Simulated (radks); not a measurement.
Isoelectronic series with 2 electrons, all held in the configuration [He], which need not be the ground one along the series. All-electron calculation, Dirac Kohn-Sham, PBEsol, spin-unpolarised, spherical densities, finite nucleus; Fermi nuclear charge, rms radius of each element as measured or else 0.836 A^(1/3) + 0.57 fm. Program: a radial shooting solver on a logarithmic mesh with Libxc functionals. Total energies (hartree) and mean radii <r> (bohr):

[
 {"ion": "He", "E (hartree)": "-2.85786", "1s1/2": "0.9512"},
 {"ion": "Be2+", "E (hartree)": "-13.53621", "1s1/2": "0.4186"},
 {"ion": "C4+", "E (hartree)": "-32.22076", "1s1/2": "0.2685"},
 {"ion": "O6+", "E (hartree)": "-58.92618", "1s1/2": "0.1976"},
 {"ion": "Ne8+", "E (hartree)": "-93.67041", "1s1/2": "0.1562"},
 {"ion": "Mg10+", "E (hartree)": "-136.47630", "1s1/2": "0.1292"},
 {"ion": "Si12+", "E (hartree)": "-187.37187", "1s1/2": "0.1100"},
 {"ion": "S14+", "E (hartree)": "-246.39052", "1s1/2": "0.09582"},
 {"ion": "Ar16+", "E (hartree)": "-313.57112", "1s1/2": "0.08482"},
 {"ion": "Ca18+", "E (hartree)": "-388.95826", "1s1/2": "0.07606"},
 {"ion": "Ti20+", "E (hartree)": "-472.60214", "1s1/2": "0.06891"},
 {"ion": "Cr22+", "E (hartree)": "-564.55913", "1s1/2": "0.06296"},
 {"ion": "Fe24+", "E (hartree)": "-664.89151", "1s1/2": "0.05793"},
 {"ion": "Ni26+", "E (hartree)": "-773.66821", "1s1/2": "0.05363"},
 {"ion": "Zn28+", "E (hartree)": "-890.96411", "1s1/2": "0.04990"},
 {"ion": "Ge30+", "E (hartree)": "-1016.86159", "1s1/2": "0.04663"},
 {"ion": "Se32+", "E (hartree)": "-1151.45055", "1s1/2": "0.04375"},
 {"ion": "Kr34+", "E (hartree)": "-1294.82771", "1s1/2": "0.04118"},
 {"ion": "Sr36+", "E (hartree)": "-1447.09793", "1s1/2": "0.03888"},
 {"ion": "Zr38+", "E (hartree)": "-1608.37404", "1s1/2": "0.03681"},
 {"ion": "Mo40+", "E (hartree)": "-1778.77588", "1s1/2": "0.03493"},
 {"ion": "Ru42+", "E (hartree)": "-1958.43722", "1s1/2": "0.03322"},
 {"ion": "Pd44+", "E (hartree)": "-2147.49832", "1s1/2": "0.03165"}
]
